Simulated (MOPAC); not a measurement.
MOPAC input (MNDO):

```
MNDO 1SCF CHARGE=-1 GEO-OK AUX(PRECISION=9) THREADS=1
H4NSi

N     1.07238702 1   -0.44618538 1   -0.28071827 1
Si   -0.43296683 1    0.14426791 1    0.08398509 1
H     1.84356810 1    0.03667354 1    0.17499523 1
H    -0.96645901 1    0.12121007 1    1.52536090 1
H    -1.49683899 1   -0.64256067 1   -0.64344776 1
H    -0.82544356 1    1.58822401 1   -0.26767180 1
```

Task: What heat of formation does the run end on, and which ionisation energy by Koopmans theorem?

Result: 24.14 kcal/mol; 2.13 eV.
